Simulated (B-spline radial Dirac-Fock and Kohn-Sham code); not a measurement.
# X-ray form factors of holmium in several charge states

These are calculated numbers from a radial atomic solver; the model is Dirac-Fock orbitals of the configuration average with a finite nucleus.

Configurations: Ho²⁵⁺ [Kr] 4d6; Ho²⁷⁺ [Kr] 4d4; Ho²⁸⁺ [Kr] 4d3; Ho³¹⁺ [Ar] 3d10 4s2 4p6; Ho³²⁺ [Ar] 3d10 4s2 4p5. The first column is f₀ of Ho²⁵⁺, the others are differences from it.

```tsv
s (Å⁻¹)	Ho²⁵⁺	Δ Ho²⁷⁺	Δ Ho²⁸⁺	Δ Ho³¹⁺	Δ Ho³²⁺
0	42.000	-2.000	-3.000	-6.000	-7.000
0.05	41.906	-1.987	-2.981	-5.963	-6.958
0.1	41.627	-1.948	-2.923	-5.854	-6.833
0.15	41.169	-1.884	-2.830	-5.676	-6.629
0.2	40.542	-1.798	-2.703	-5.434	-6.352
0.25	39.761	-1.693	-2.547	-5.137	-6.010
0.3	38.842	-1.571	-2.367	-4.791	-5.614
0.35	37.806	-1.436	-2.168	-4.409	-5.174
0.4	36.672	-1.293	-1.955	-3.999	-4.702
0.45	35.463	-1.145	-1.735	-3.573	-4.211
0.5	34.200	-0.996	-1.514	-3.141	-3.711
0.6	31.598	-0.709	-1.085	-2.298	-2.733
0.7	29.019	-0.454	-0.703	-1.537	-1.845
0.8	26.582	-0.247	-0.391	-0.901	-1.098
0.9	24.367	-0.094	-0.157	-0.414	-0.519
1	22.414	+0.007	-0.001	-0.077	-0.113
1.1	20.729	+0.063	+0.087	+0.126	+0.136
1.2	19.293	+0.083	+0.121	+0.219	+0.255
1.4	17.021	+0.058	+0.089	+0.187	+0.232
1.6	15.274	+0.002	+0.006	+0.032	+0.052
```
